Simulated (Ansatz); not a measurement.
Relaxation of the cluster Si3O4⁻ with UKS r2SCAN-D4/def2-SVPD.

```sh
$ ansatz run in.yaml --threads 4 --pin off --events-out ev --progress --plain --max-ram 4787MiB
```

```yaml
crystal:
  periodic: [false, false, false]
  atoms:
    - {symbol: Si, position_ang: [1.295580, 0.072800, 0.127130]}
    - {symbol: Si, position_ang: [-0.684780, -0.687260, 0.876210]}
    - {symbol: Si, position_ang: [-0.955400, 0.959450, -1.546100]}
    - {symbol: O, position_ang: [2.519950, 0.743750, 0.755160]}
    - {symbol: O, position_ang: [0.643010, 0.882290, -1.206760]}
    - {symbol: O, position_ang: [-1.222420, -2.049900, 1.322350]}
    - {symbol: O, position_ang: [-1.595930, 0.078880, -0.327990]}
basis:
  gaussian: {orbitals: def2-SVPD}
total_charge: -1
magnetization: {spin_polarized: true, initial_magnetization: 1}
hamiltonian: {xc: r2scan, dispersion: d4}
scf: {lower_state_search: "off"}
output: {orbitals: {seedname: orbitals}}
relax: {f_tol: 0.02, max_steps: 100}
```

Hardware: 4 threads of Intel Xeon on a shared host. Wall time 56 s.

Positions (Å) and forces (eV/Å) at steps 1, 2, 3, 4, 5, 7 of 7:

```xyz
7
step=1 energy=-31807.6758 eV
Si    1.296    0.073    0.127    0.200   -0.223   -0.448
Si   -0.685   -0.687    0.876   -0.341    0.366    0.241
Si   -0.955    0.959   -1.546   -0.933    0.977   -1.572
O     2.520    0.744    0.755    1.535    0.438    0.872
O     0.643    0.882   -1.207    1.044    0.321   -0.453
O    -1.222   -2.050    1.322   -0.453   -1.535    0.865
O    -1.596    0.079   -0.328   -1.051   -0.344    0.495
7
step=2 energy=-31807.9301 eV
Si    1.323    0.116    0.121    0.044   -0.172   -0.150
Si   -0.720   -0.722    0.862   -0.071    0.164    0.132
Si   -0.971    0.977   -1.572   -0.506    0.534   -0.850
O     2.606    0.711    0.756    0.551    0.074    0.379
O     0.645    0.966   -1.195    0.498    0.204   -0.103
O    -1.259   -2.070    1.410   -0.073   -0.523    0.371
O    -1.623    0.022   -0.384   -0.442   -0.281    0.221
7
step=3 energy=-31807.9819 eV
Si    1.337    0.126    0.076    0.310    0.396    0.316
Si   -0.760   -0.708    0.854   -0.151   -0.622    0.003
Si   -1.002    1.012   -1.620    0.127   -0.131    0.213
O     2.670    0.581    0.788   -0.554   -0.207   -0.349
O     0.619    1.150   -1.132   -0.186   -0.264    0.074
O    -1.222   -2.045    1.557    0.183    0.656   -0.317
O    -1.642   -0.115   -0.522    0.271    0.172    0.062
7
step=4 energy=-31808.0003 eV
Si    1.328    0.146    0.115    0.103    0.080   -0.166
Si   -0.739   -0.740    0.840   -0.205    0.016    0.000
Si   -0.996    1.006   -1.610    0.025   -0.023    0.036
O     2.667    0.623    0.774   -0.235   -0.085   -0.042
O     0.635    1.084   -1.169   -0.105   -0.141    0.229
O    -1.246   -2.058    1.521    0.142    0.188   -0.112
O    -1.650   -0.061   -0.471    0.274   -0.035    0.055
7
step=5 energy=-31808.0092 eV
Si    1.326    0.133    0.102    0.061    0.120   -0.053
Si   -0.741   -0.724    0.846   -0.122   -0.064   -0.045
Si   -0.996    1.005   -1.610   -0.011    0.016   -0.024
O     2.651    0.613    0.779   -0.062   -0.060   -0.014
O     0.628    1.090   -1.157   -0.020   -0.076    0.088
O    -1.229   -2.049    1.518    0.052    0.077   -0.005
O    -1.639   -0.069   -0.478    0.102   -0.014    0.053
7
step=7 energy=-31808.0114 eV
Si    1.322    0.139    0.100    0.001    0.002    0.013
Si   -0.742   -0.724    0.837    0.007   -0.012    0.003
Si   -0.999    1.009   -1.615    0.004   -0.004    0.007
O     2.653    0.593    0.779    0.001   -0.005   -0.001
O     0.619    1.107   -1.142   -0.014    0.004   -0.011
O    -1.222   -2.038    1.534    0.001    0.004    0.003
O    -1.631   -0.085   -0.494   -0.001    0.011   -0.014
```

Another isomer (doublet) lies 0.67 eV lower at PBE0-D4/def2-TZVPD; other spin states weren't run for this one.
